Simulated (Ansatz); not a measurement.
Cartesian coordinates (Å):
```xyz
13

N      2.2176     0.0828     0.0477
C      0.8429    -0.0557     0.0213
C      0.1298    -1.2158     0.1432
Si    -1.6593    -0.7590     0.1298
C     -1.2952     1.0762    -0.0593
C      0.0473     1.1987    -0.0849
H      2.7673    -0.7581    -0.0943
H      2.6063     0.9105    -0.3925
H      0.6100    -2.1902     0.2242
H     -2.4253    -1.0656     1.3831
H     -2.4571    -1.3138    -1.0134
H     -1.9606     1.9357    -0.1306
H      0.5747     2.1562    -0.1723
```
Charge 0, spin multiplicity 1.

Level of theory: frozen-core CCSD(T)/cc-pVTZ // PBE-D3(BJ)/def2-TZVP (Ansatz, an electronic-structure program). The restricted HF reference is unstable towards unrestricted orbitals.

The HF energy is -498.98301 Ha and the MP2 correlation energy is -0.96468 Ha.

Estimate the CCSD correlation energy, the (T) correction, the total energy and the T1 diagnostic.


The CCSD correlation energy is -1.00563 Ha, the (T) correction is -0.04953 Ha and the CCSD(T) total energy is -500.03818 Ha. The T1 diagnostic is 0.013.
